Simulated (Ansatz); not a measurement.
The cluster Ag₂Cl: single points at one geometry.

```yaml
crystal:
  periodic: [false, false, false]
  atoms:
    - {symbol: Ag, position_ang: [-0.451682, 1.531165, -0.046767]}
    - {symbol: Ag, position_ang: [1.165085, -0.646106, 0.880926]}
    - {symbol: Cl, position_ang: [-0.713392, -0.885059, -0.834169]}
basis:
  gaussian: {orbitals: STO-3G}
magnetization: {spin_polarized: true, initial_magnetization: 3}
hamiltonian: {xc: hf}
scf: {omitted_lower_state_checks: [starts]}
output: {orbitals: {seedname: orbitals}}
```

The file start.molden holds the orbitals of an earlier run on this structure, at another level or in another basis.

```sh
$ ansatz run in.yaml --threads 4 --pin off --events-out ev --progress --plain --max-ram 3916MiB
```

Shortened log:

```
Functional definition: HF
773 factors; integrals over basis functions are off by at most 4.8e-4 eV
mean field evaluation 1: about -292457.9372 eV, gradient 1.0e1 eV
mean field evaluation 2: about -292457.9799 eV, gradient 1.0e1 eV
mean field evaluation 4: about -292462.7986 eV, gradient 3.8e0 eV
mean field evaluation 8: about -292463.4051 eV, gradient 2.6e-1 eV
mean field evaluation 16: about -292463.4393 eV, gradient 2.2e-5 eV
mean field -292463.43926993 eV, -10747.8331543309 hartree, gradient 3.6e-6 eV, S^2 4.067269; 0 other end points of the search recorded, 0 dependent functions left out
reference -292463.43926993 eV, -10747.8331543309 hartree; 57, 54 occupied and 6, 9 virtual orbitals, 773 factors
Total energy: -292463.43926993 eV, -10747.8331543309 hartree
Checks for a lower state left out: starts
```

Hardware: 4 threads of Arm Neoverse V1 on a shared host. Wall time 1.4 s.

First input, but with `gaussian: {orbitals: def2-TZVP, initial_orbitals: start.molden}`, `hamiltonian: {xc: {text: "exchange = 0.65*pbe_x + 0.35*exact_x\ncorrelation = pbe_c"}}` (abridged; 4.3 s):

```
Functional definition: unnamed
mean field -20515.62627276 eV, -753.9353595329 hartree, gradient 5.2e-6 eV, S^2 3.758862
Total energy: -20515.62630242 eV, -753.9353606230 hartree
Checks for a lower state left out: starts
```

As the first input, with `gaussian: {orbitals: def2-TZVP, initial_orbitals: start.molden}`, `correlation: {method: ccsd_t}`, `scf: {omitted_lower_state_checks: [starts, cluster_reference]}` and without the key `hamiltonian` (abridged; 41 s):

```
Functional definition: HF
mean field evaluation 16: about -20453.5240 eV, gradient 8.4e-1 eV
mean field evaluation 32: about -20453.5920 eV, gradient 3.9e-4 eV
mean field -20453.59198630 eV, -751.6556415539 hartree, gradient 2.8e-6 eV, S^2 3.765857; 1 other end points of the search recorded, 0 dependent functions left out
5 core orbitals not correlated: weight in the atoms' cores, before any rotation towards them, 1.000 or more for the frozen orbitals, at most 0.000 for the correlated occupied ones
second order -30.12591173 eV of doubles, -0.00000000 eV of singles
cycle   1  -28.41275386 eV  change     1.7e0 eV  update   1.5e-1
cycle   2  -29.14973593 eV  change   -7.4e-1 eV  update   5.2e-2
cycle   3  -29.32610426 eV  change   -1.8e-1 eV  update   4.3e-2
cycle   4  -29.31813727 eV  change    8.0e-3 eV  update   2.4e-2
cycle   5  -29.30497542 eV  change    1.3e-2 eV  update   2.1e-2
cycle   6  -29.33416553 eV  change   -2.9e-2 eV  update   1.5e-2
cycle   7  -29.35663362 eV  change   -2.2e-2 eV  update   8.8e-3
cycle   8  -29.35673485 eV  change   -1.0e-4 eV  update   2.8e-3
cycle   9  -29.35829748 eV  change   -1.6e-3 eV  update   1.8e-3
cycle  10  -29.35879565 eV  change   -5.0e-4 eV  update   8.6e-4
cycle  11  -29.35801291 eV  change    7.8e-4 eV  update   6.1e-4
cycle  12  -29.35902896 eV  change   -1.0e-3 eV  update   3.3e-4
cycle  13  -29.35895300 eV  change    7.6e-5 eV  update   2.2e-4
cycle  14  -29.35899231 eV  change   -3.9e-5 eV  update   1.5e-4
cycle  15  -29.35905170 eV  change   -5.9e-5 eV  update   1.1e-4
cycle  16  -29.35903613 eV  change    1.6e-5 eV  update   6.4e-5
cycle  17  -29.35903260 eV  change    3.5e-6 eV  update   3.4e-5
perturbative correction -0.78372928 eV, -0.0288015198 hartree
Total energy: -20483.73474818 eV, -752.7633676216 hartree
Checks for a lower state left out: starts, cluster_reference
```

As the first input, with `gaussian: {orbitals: def2-TZVP, initial_orbitals: start.molden}`, `hamiltonian: {xc: pbe}`, `correlation: {method: rpa}` and without the key `output` (abridged; 3.5 s):

```
Functional definition: PBE
mean field -20516.30004270 eV, -753.9601201216 hartree, gradient 1.5e-6 eV, S^2 3.752991
5 core orbitals not correlated: weight in the atoms' cores, before any rotation towards them, 1.000 or more for the frozen orbitals, at most 0.000 for the correlated occupied ones
Total energy: -20494.52841273 eV, -753.1600274775 hartree
Checks for a lower state left out: starts
```

As the first input, with `gaussian: {orbitals: def2-TZVP, initial_orbitals: start.molden}`, `hamiltonian: {xc: {text: "exchange = 0.95*pbe_x + 0.05*exact_x\ncorrelation = pbe_c"}}` (abridged; 2.4 s):

```
Functional definition: unnamed
mean field -20516.17285477 eV, -753.9554460513 hartree, gradient 1.2e-5 eV, S^2 3.753569
Total energy: -20516.17289828 eV, -753.9554476503 hartree
Checks for a lower state left out: starts
```

As the first input, with `gaussian: {orbitals: def2-TZVP, initial_orbitals: start.molden}`, `hamiltonian: {xc: {text: "exchange = 0.85*pbe_x + 0.15*exact_x\ncorrelation = pbe_c"}}` (abridged; 2.9 s):

```
Functional definition: unnamed
mean field -20515.94907788 eV, -753.9472224024 hartree, gradient 3.2e-6 eV, S^2 3.755050
Total energy: -20515.94911679 eV, -753.9472238324 hartree
Checks for a lower state left out: starts
```

The first input with `gaussian: {orbitals: def2-TZVP, initial_orbitals: start.molden}`, `hamiltonian: {xc: {name: wB97X-V}}` (abridged; 20 s):

```
Functional definition: wB97X-V
mean field -20516.16933157 eV, -753.9553165761 hartree, gradient 4.5e-6 eV, S^2 3.760812
Total energy: -20516.16933355 eV, -753.9553166489 hartree
Checks for a lower state left out: starts
```

Geometry: PBE-D4/def2-TZVP.

In the def2 sets Ag takes a core potential, while STO-3G treats all electrons; there is no spin–orbit coupling. Correlated methods freeze 5 core orbitals; core or outer-core shells of Ag are correlated, in sets that lack core-valence functions. At HF/STO-3G the charge 0 quartet is spin-contaminated (final ⟨S²⟩ up to 4.07, 3.75 for a pure state). The order of the spin states hangs on the level: the doublet lies 3.64 eV below the quartet at PBE0-D4/def2-TZVP, but 0.04 eV above it at HF/STO-3G. The quartet is doubtful at HF/STO-3G (⟨S²⟩ 4.07, where a pure state has 3.75). The doublet is doubtful at HF/STO-3G (⟨S²⟩ 1.99, where a pure state has 0.75). The structure comes from a short search, and lower isomers may exist.
